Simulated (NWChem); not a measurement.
System: diethyl ether (C₄H₁₀O); SMILES CCOCC

Parts of the log:

```
             Northwest Computational Chemistry Package (NWChem) 7.3.0
             --------------------------------------------------------

                             Geometry "geometry" -> ""
                             -------------------------

 Output coordinates in angstroms (scale by  1.889725989 to convert to a.u.)

  No.       Tag          Charge          X              Y              Z
 ---- ---------------- ---------- -------------- -------------- --------------
    1 C                    6.0000    -0.11266200     2.34427800    -0.17172900
    2 C                    6.0000    -0.32662900     0.93930600     0.36363800
    3 O                    8.0000     0.61183200     0.07626600    -0.25003200
    4 C                    6.0000     0.60553200    -1.25078300     0.24317400
    5 C                    6.0000    -0.58342200    -2.08774500    -0.22729000
    6 H                    1.0000     0.91571400     2.69277400     0.05000600
    7 H                    1.0000    -0.24955500     2.36416000    -1.27136000
    8 H                    1.0000    -0.83263700     3.05244000     0.28427500
    9 H                    1.0000    -0.19792100     0.91920400     1.47681600
   10 H                    1.0000    -1.37683600     0.61097500     0.16351100
   11 H                    1.0000     0.65286600    -1.24810100     1.36207400
   12 H                    1.0000     1.55092000    -1.70705300    -0.11913600
   13 H                    1.0000    -0.47177700    -3.13991100     0.10510700
   14 H                    1.0000    -0.64810400    -2.07798800    -1.33411800
   15 H                    1.0000    -1.54593900    -1.71336100     0.17603400

 Effective nuclear repulsion energy (a.u.)     190.5701380289

                              NWChem Property Module
                              ----------------------

  itol2e modified to match energy
  convergence criterion.

                                 NWChem DFT Module
                                 -----------------

 Summary of "ao basis" -> "ao basis" (spherical)
 ------------------------------------------------------------------------------
       Tag                 Description            Shells   Functions and Types
 ---------------- ------------------------------  ------  ---------------------
 C                         def2-tzvp                11       31   5s3p2d1f
 O                         def2-tzvp                11       31   5s3p2d1f
 H                         def2-tzvp                 4        6   3s1p

  itol2e modified to match energy
  convergence criterion.

            General Information
            -------------------
          SCF calculation type: DFT
          Wavefunction type:  closed shell.
          No. of atoms     :    15
          No. of electrons :    42
           Alpha electrons :    21
            Beta electrons :    21
          Charge           :     0
          Spin multiplicity:     1
          Use of symmetry is: off; symmetry adaption is: off
          Maximum number of iterations: 150
          AO basis - number of functions:   215
                     number of shells:    95
          Convergence on energy requested:  1.00D-07
          Convergence on density requested:  1.00D-05
          Convergence on gradient requested:  5.00D-04

              XC Information
              --------------
                         PBE0 Method XC Functional
                     Hartree-Fock (Exact) Exchange  0.250
          PerdewBurkeErnzerhof Exchange Functional  0.750
            Perdew 1991 LDA Correlation Functional  1.000 local
           PerdewBurkeErnz. Correlation Functional  1.000 non-local

[...]

          -----------------------
          Electric field gradient
          -----------------------

 1 a.u. = 0.324123 10**(16) esu/cm**3  ( or statvolts/cm**2 ) = 0.97174 10**(22) v/m**2

 ------------------------------------------------------------
   Atom      X         Y         Z
 ------------------------------------------------------------
    1 C   -0.21290   4.43004  -0.32452
 ------------------------------------------------------------

 Electric field gradient in molecular frame (a.u.)
         XX             YY             ZZ             XY             XZ             YZ
 ------------------------------------------------------------------------------------------
        0.019015      -0.034475       0.015461      -0.006136       0.014945       0.020866

 Principal components (a.u.) and orientation
 of principal axis w.r.t. absolute frame                      Asymmetry parameter eta
 --------------------------------------------------------------------------------------
       -0.043986       0.033820       0.010166                       0.537765

        0.175648       0.666877      -0.724170
        0.914262       0.162284       0.371200
       -0.365066       0.727282       0.581196

 ------------------------------------------------------------
   Atom      X         Y         Z
 ------------------------------------------------------------
    2 C   -0.61724   1.77503   0.68718
 ------------------------------------------------------------

 Electric field gradient in molecular frame (a.u.)
         XX             YY             ZZ             XY             XZ             YZ
 ------------------------------------------------------------------------------------------
       -0.037229      -0.021933       0.059161       0.196586       0.151735      -0.139048

 Principal components (a.u.) and orientation
 of principal axis w.r.t. absolute frame                      Asymmetry parameter eta
 --------------------------------------------------------------------------------------
       -0.334002       0.171409       0.162593                       0.026396

        0.641731       0.728977      -0.238274
       -0.610866       0.298000      -0.733511
       -0.463707       0.616270       0.636543

 ------------------------------------------------------------
   Atom      X         Y         Z
 ------------------------------------------------------------
    3 O    1.15619   0.14412  -0.47249
 ------------------------------------------------------------

 Electric field gradient in molecular frame (a.u.)
         XX             YY             ZZ             XY             XZ             YZ
 ------------------------------------------------------------------------------------------
        0.568930      -1.452091       0.883160       1.000831       0.928125       0.245703

 Principal components (a.u.) and orientation
 of principal axis w.r.t. absolute frame                      Asymmetry parameter eta
 --------------------------------------------------------------------------------------
        1.886977      -1.870336      -0.016641                       0.982362

        0.678367      -0.395829      -0.618981
        0.254058       0.916873      -0.307894
        0.689400       0.051607       0.722540

 ------------------------------------------------------------
   Atom      X         Y         Z
 ------------------------------------------------------------
    4 C    1.14429  -2.36364   0.45953
 ------------------------------------------------------------

 Electric field gradient in molecular frame (a.u.)
         XX             YY             ZZ             XY             XZ             YZ
 ------------------------------------------------------------------------------------------
        0.165039      -0.269295       0.104256       0.000865      -0.039639       0.172701

 Principal components (a.u.) and orientation
 of principal axis w.r.t. absolute frame                      Asymmetry parameter eta
 --------------------------------------------------------------------------------------
       -0.337368       0.205401       0.131967                       0.217667

       -0.030509      -0.675507       0.736722
        0.929955       0.251008       0.268662
       -0.366406       0.693315       0.620533

 ------------------------------------------------------------
   Atom      X         Y         Z
 ------------------------------------------------------------
    5 C   -1.10251  -3.94527  -0.42952
 ------------------------------------------------------------

 Electric field gradient in molecular frame (a.u.)
         XX             YY             ZZ             XY             XZ             YZ
 ------------------------------------------------------------------------------------------
       -0.003857      -0.010623       0.014480      -0.012285      -0.013986      -0.008434

 Principal components (a.u.) and orientation
 of principal axis w.r.t. absolute frame                      Asymmetry parameter eta
 --------------------------------------------------------------------------------------
       -0.025865       0.022130       0.003735                       0.711205

        0.618707      -0.450821       0.643399
        0.698073      -0.060234      -0.713489
        0.360410       0.890580       0.277439

 ------------------------------------------------------------
   Atom      X         Y         Z
 ------------------------------------------------------------
    6 H    1.73045   5.08861   0.09450
 ------------------------------------------------------------

 Electric field gradient in molecular frame (a.u.)
         XX             YY             ZZ             XY             XZ             YZ
 ------------------------------------------------------------------------------------------
       -0.213959       0.094241       0.119718      -0.120193      -0.078627      -0.023321

[...]
```

Level: PBE0/def2-TZVP. The geometry was optimised at PBE-D3(BJ)/def2-SVP. NWChem prints the field gradient with the sign opposite to the second derivative of the potential.

Which NWChem input produces such a log?

This is not unique; one that fits is the input that was run:
```
start job
memory heap 200 mb stack 900 mb global 1100 mb
geometry units angstroms noautosym nocenter noautoz
  C     -0.112662     2.344278    -0.171729
  C     -0.326629     0.939306     0.363638
  O      0.611832     0.076266    -0.250032
  C      0.605532    -1.250783     0.243174
  C     -0.583422    -2.087745    -0.227290
  H      0.915714     2.692774     0.050006
  H     -0.249555     2.364160    -1.271360
  H     -0.832637     3.052440     0.284275
  H     -0.197921     0.919204     1.476816
  H     -1.376836     0.610975     0.163511
  H      0.652866    -1.248101     1.362074
  H      1.550920    -1.707053    -0.119136
  H     -0.471777    -3.139911     0.105107
  H     -0.648104    -2.077988    -1.334118
  H     -1.545939    -1.713361     0.176034
end
basis spherical
  * library def2-tzvp
end
dft
  xc pbe0
  iterations 150
  semidirect filesize 400000000
end
property
  efieldgrad
end
task dft property
```
